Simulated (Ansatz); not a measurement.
Reaction (ligand exchange at the Si–C bond): `[SiH3]CC[SiH2]Cl` + `[SiH3]S` → `[SiH3]S[SiH2]Cl` + `CC[SiH3]`

Gas-phase electronic energies from Ansatz, PBE0-D4/def2-TZVP geometries. CCSD(T)/CBS adds triple-zeta CCSD(T) − MP2 to the extrapolated MP2 energy (def2 sets, frozen cores). DFT in def2-TZVPP. B3LYP here is the variant with VWN-RPA as its local correlation; programs differ in this. Each species was taken in one conformer, which may not be the lowest.

```json
{"level": "r2SCAN-D4", "ΔE (eV)": "-0.78"}
{"level": "B3LYP-D4", "ΔE (eV)": "-0.74"}
{"level": "ωB97X-V", "ΔE (eV)": "-0.72"}
{"level": "B2PLYP", "ΔE (eV)": "-0.76"}
{"level": "B3LYP", "ΔE (eV)": "-0.75"}
{"level": "CCSD/def2-TZVPP", "ΔE (eV)": "-0.71"}
{"level": "CCSD(T)/def2-TZVPP", "ΔE (eV)": "-0.71"}
{"level": "MP2/def2-QZVPP", "ΔE (eV)": "-0.79"}
```

What does CCSD(T)/CBS give? (Estimate.)

The calculation gave: -0.75 eV. The listed levels differ from it by -0.03, 0.01, 0.03, -0.01, 0.00, 0.04, 0.04, -0.04 eV.

Largest T1 diagnostic among the species: 0.011.
